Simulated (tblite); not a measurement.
Problem. What does the GFN2-xTB structure of InChI=1S/CH12N2Si4/c1-7-2-5-6-3(7)4/h2,7H,5-6H2,1,4H3/t7-/m1/s1 look like in three dimensions?

Solution. 
```xyz
19
CH12N2Si4 angstrom
C      0.582    2.369    0.086
Si    -0.027    0.787   -0.759
N     -1.743    0.614   -0.593
Si    -2.489   -0.846   -0.026
Si    -0.529   -1.855    0.596
N      0.599   -0.650    0.011
Si     2.307   -0.847    0.243
H      0.261    2.419    1.122
H      1.666    2.412    0.071
H      0.208    3.253   -0.421
H      0.352    0.759   -2.183
H     -2.312    1.376   -0.917
H     -3.265   -1.449   -1.126
H     -3.471   -0.465    1.003
H     -0.279   -2.037    2.037
H     -0.182   -3.130   -0.052
H      2.665   -2.228   -0.088
H      2.660   -0.563    1.638
H      2.986    0.091   -0.651
```

Orientation and origin are arbitrary. Atoms count from 1 in this order. N3 (nitrogen bridging silicon atoms) is planar (angles 122.8°, 120.0° and 117.0°, sum 359.8°, 0.04 Å off the plane of its three neighbours). The 5-membered ring Si2–N3–Si4–Si5–N6 has internal angles of 95.2° to 122.8°; it is slightly puckered (a soft mode that the optimisation may not have finished), 0.04 Å rms from its mean plane, widest ring torsion 9°. Of the pairs four or more bonds apart, Si7···H9 is among the closest relative to their van der Waals radii: 3.33 Å, 101 % of the sum of Bondi's values. Si7 (SiH3 silicon) is tetrahedral (angles from 107.6° to 110.7°).

Bonds between heavy atoms (Å): C1–Si2 1.894, Si2–N3 1.732, N3–Si4 1.735, Si4–Si5 2.291, Si5–N6 1.751, N6–Si7 1.735, Si2–N6 1.747.

Computed geometry: GFN2-xTB, gas phase.

Point group: C1 (no symmetry element, even within 0.4 Å). Its GFN2-xTB frequencies are all real (lowest 34 cm⁻¹). 2 starts were optimised and ended at 0.00 and 0.17 kcal/mol (GFN2-xTB); the lowest of these is shown.

The run took 2.2 s wall on one thread, Intel Xeon at 2.70 GHz (x86_64), shared host with 64 logical CPUs at a one-minute load of 61. This is the geometry optimisation.
